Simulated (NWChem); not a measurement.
InF2 cation; SMILES [F][In+][F]

Results from NWChem. All runs use the structure optimised with PBE0/def2-SVP. def2 effective core potentials on In; no spin-orbit coupling. B3LYP is NWChem's, with the RPA form of VWN correlation. Vertical excitations in the gas phase; the lowest state need not have the same character in each row.

```json
[
 {"level": "PBE/def2-SVP, TDA", "lowest excitation, singlet (eV)": "…", "oscillator strength of that lowest state": "0.000", "orbital gap (eV)": "…"},
 {"level": "B3LYP/def2-SVP, TDA", "lowest excitation, singlet (eV)": "4.76", "oscillator strength of that lowest state": "0.000", "orbital gap (eV)": "6.37"},
 {"level": "CAM-B3LYP/def2-SVP, TDA", "lowest excitation, singlet (eV)": "5.18", "oscillator strength of that lowest state": "0.000", "orbital gap (eV)": "9.59"},
 {"level": "LRC-wPBEh/def2-SVP, TDA", "lowest excitation, singlet (eV)": "5.22", "oscillator strength of that lowest state": "0.000", "orbital gap (eV)": "10.69"}
]
```

### Question
What belongs in the gaps?

### Answer

- PBE/def2-SVP, TDA, lowest excitation, singlet (eV): 4.29
- PBE/def2-SVP, TDA, orbital gap (eV): 4.05
